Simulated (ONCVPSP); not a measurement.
**Logarithmic derivatives: In (Z = 49), ONCV**

| Quantity | Value |
| --- | --- |
| Element | In (Z = 49) |
| Generator | ONCVPSP 4.0.1 |
| Type | optimised norm-conserving Vanderbilt (ONCV) |
| Functional | PBE |
| Relativity | scalar-relativistic |
| Frozen core | [Kr] |
| Valence charge | 13 |
| Reference configuration | 4d10 5s2 5p0.75 (charge +0.25) |
| Partial waves | 5s: rc 2.20 bohr, ncon 4, nbas 7, qcut 3 1/bohr, 3 projectors, debl 1.8 Ha; 5p: rc 2.10 bohr, ncon 4, nbas 7, qcut 3.1 1/bohr, 2 projectors, debl 0.6 Ha; 4d: rc 1.80 bohr, ncon 4, nbas 9, qcut 9.8 1/bohr, 2 projectors, debl 3.1 Ha |
| Local potential | polynomial inside 1.35 bohr (lpopt 3, dvloc0 6 Ha) |
| Core correction | none |

The phase is arctan(r·R′/R) of the radial function R(r), unwrapped; energies in Ha, scanned from -2 to 5 Ha. A pole is an energy at which the radial function vanishes at the test radius. The pseudo phase is shifted by a multiple of π to meet the all-electron one at the reference energy, and phase errors are pseudo minus all-electron; the curves can meet again beyond the range given. Levels narrower than the energy grid can be missing from the lists of poles.

For each channel, where are the poles, and over which energies does the pseudopotential scatter like the atom?

| channel | radius (bohr) | reference energy (Ha) | poles, all-electron | poles, pseudo | unbroken range about the reference energy with phases within 0.05 rad | phase error 1 Ha above the reference energy (rad) |
| --- | --- | --- | --- | --- | --- | --- |
| s | 2.23 | -0.36 | 1.23 | 1.23, 4.93 | below 4.7 | -0.000 |
| p | 2.14 | -0.14 | 2.39 | 2.05, 4.63 | below 2.1 | -0.001 |
| d | 1.83 | -0.75 | -0.34 | -0.34 | the whole range | +0.000 |

Phases in the p channel:

```tsv
E (Ha)	all-electron	pseudo
-1.98	1.252	1.236
-1.80	1.223	1.210
-1.62	1.190	1.180
-1.44	1.150	1.142
-1.26	1.099	1.093
-1.08	1.035	1.030
-0.90	0.948	0.944
-0.72	0.825	0.823
-0.54	0.646	0.645
-0.36	0.382	0.381
-0.18	0.018	0.018
0.00	-0.382	-0.382
0.18	-0.714	-0.714
0.36	-0.947	-0.947
0.54	-1.105	-1.105
0.72	-1.214	-1.214
0.90	-1.293	-1.294
1.08	-1.353	-1.355
1.26	-1.400	-1.404
1.44	-1.438	-1.445
1.62	-1.471	-1.482
1.80	-1.498	-1.517
1.98	-1.523	-1.555
2.16	-1.545	-1.601
2.34	-1.565	-1.674
2.52	-1.584	-1.854
2.70	-1.603	-3.154
2.88	-1.622	-4.348
3.06	-1.641	-4.516
3.24	-1.661	-4.580
3.42	-1.682	-4.616
3.60	-1.706	-4.641
3.78	-1.733	-4.659
3.96	-1.765	-4.674
4.14	-1.804	-4.686
4.32	-1.854	-4.697
4.50	-1.922	-4.706
4.68	-2.020	-4.715
4.86	-2.174	-4.723
```
